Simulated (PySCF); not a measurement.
This PySCF input asks for the NMR shieldings of `C1[Si@@H](C#CC)[SiH2][C@@H]1C[SiH3]`, C₆H₁₄Si₃; the geometry comes from GFN2-xTB.

```python
import basis_set_exchange as bse
import numpy as np
from pyscf import gto, dft
from pyscf.prop import nmr

atoms = """
C     4.790596    1.468608   -0.112134
C     3.656489    0.572309   -0.060717
C     2.714739   -0.180094   -0.022911
Si    1.255992   -1.309433    0.065371
C    -0.147153   -0.787721   -1.148515
C    -1.143833   -0.112587   -0.169119
C    -2.602593   -0.389871   -0.515135
Si   -3.845463    0.585958    0.535777
Si   -0.473844   -0.760700    1.525108
H     4.498341    2.415183   -0.566838
H     5.590977    1.024673   -0.704255
H     5.160764    1.659728    0.895267
H     1.783248   -2.664144   -0.176873
H    -0.609299   -1.671240   -1.594077
H     0.131030   -0.135458   -1.976123
H    -0.984690    0.971118   -0.217327
H    -2.796984   -1.462001   -0.415438
H    -2.770591   -0.148992   -1.571081
H    -3.675315    0.253227    1.952722
H    -3.627540    2.023202    0.347501
H    -5.209768    0.249773    0.119037
H    -1.301668   -1.845756    2.072642
H    -0.398189    0.271201    2.566010
"""
names = dict.fromkeys(["C", "Si", "H"], "pcSseg-1")
basis = {el: gto.basis.parse(bse.get_basis(n, elements=[el], fmt="nwchem")) for el, n in names.items()}
mol = gto.M(atom=atoms, basis=basis, charge=0, verbose=0)
mf = dft.RKS(mol, xc="PBE0")
mf.grids.level = 2
mf.grids.alignment = dft.numint.BLKSIZE   # the property module wants whole blocks of grid points
mf.conv_tol = 1e-9
mf.kernel()

calc = nmr.RKS(mf)   # GIAO
C = mf.mo_coeff
Co = C[:, mf.mo_occ > 0]
resp = mf.gen_response(singlet=True, hermi=2)
def vind(x):   # induced exchange potential for any number of trial vectors
    d = np.einsum("pi,xij,qj->xpq", C, 2 * x.reshape(-1, C.shape[1], Co.shape[1]), Co, optimize=True)
    return np.einsum("xpq,pi,qj->xij", resp(d - d.transpose(0, 2, 1)), C, Co, optimize=True).ravel()
mo1, _ = nmr.rhf.solve_mo1(calc, with_cphf=vind)
sigma = calc.kernel(mo1)
for i, s in enumerate(sigma):   # ppm
    w = np.linalg.eigvalsh((s + s.T) / 2)
    print("%2d %-2s iso %8.1f  s11 %8.1f  s22 %8.1f  s33 %8.1f" % (i, mol.atom_pure_symbol(i), w.mean(), *w))
```

**Question.** Give the expected output.

**Answer.** 
```
 0 C  iso    180.5  s11    172.0  s22    172.3  s33    197.2
 1 C  iso     69.6  s11    -23.8  s22    -21.2  s33    253.6
 2 C  iso    104.0  s11     16.3  s22     23.7  s33    272.0
 3 Si iso    410.2  s11    368.8  s22    412.6  s33    449.4
 4 C  iso    155.4  s11    128.2  s22    152.0  s33    185.9
 5 C  iso    161.2  s11    140.4  s22    163.0  s33    180.3
 6 C  iso    164.6  s11    148.2  s22    157.3  s33    188.5
 7 Si iso    424.6  s11    394.0  s22    409.2  s33    470.5
 8 Si iso    391.3  s11    346.2  s22    358.7  s33    469.1
 9 H  iso     29.6  s11     24.5  s22     28.2  s33     36.1
10 H  iso     29.6  s11     24.5  s22     27.8  s33     36.5
11 H  iso     29.6  s11     24.6  s22     27.9  s33     36.2
12 H  iso     26.6  s11     22.4  s22     25.8  s33     31.7
13 H  iso     30.4  s11     26.4  s22     30.6  s33     34.2
14 H  iso     29.5  s11     25.6  s22     27.6  s33     35.3
15 H  iso     29.6  s11     25.6  s22     30.8  s33     32.5
16 H  iso     30.7  s11     26.7  s22     30.4  s33     35.1
17 H  iso     30.5  s11     25.5  s22     29.5  s33     36.7
18 H  iso     28.0  s11     24.3  s22     27.7  s33     32.1
19 H  iso     28.0  s11     24.6  s22     26.4  s33     33.1
20 H  iso     27.9  s11     24.3  s22     25.2  s33     34.0
21 H  iso     27.4  s11     24.3  s22     26.5  s33     31.3
22 H  iso     27.0  s11     23.7  s22     25.3  s33     32.0
```

These numbers come from an equivalent density-fitted implementation of the same equations, which agrees with the script to about 0.01 ppm for H and up to a few tenths of a ppm for heavy atoms, so last digits may differ.

**Question.** Turn these shieldings into chemical shifts. Shifts are taken against calculated references (same method and geometry level): 13C (σ = 186.93 ppm) and 29Si (σ = 349.16 ppm) and 1H (σ = 31.72 ppm) vs TMS.

**Answer.** Averaging equivalent atoms: C 1: 117.3; C 2: 82.9; C 4: 31.6; C 5: 25.7; C 6: 22.3; C 0: 6.4; Si 8: -42.2; Si 3: -61.1; Si 7: -75.4; H 12: 5.09; H 22: 4.73; H 21: 4.33; H 18/19/20: 3.75; H 14: 2.20; H 9/10/11: 2.13; H 15: 2.08; H 13: 1.29; H 17: 1.18; H 16: 1.00 ppm. 

Size and cost of the density-fitted run: 244 basis functions, 3.3 min wall time (2.5 min CPU) on 1 thread of an Intel Xeon, shared host; peak memory 1.1 GiB.
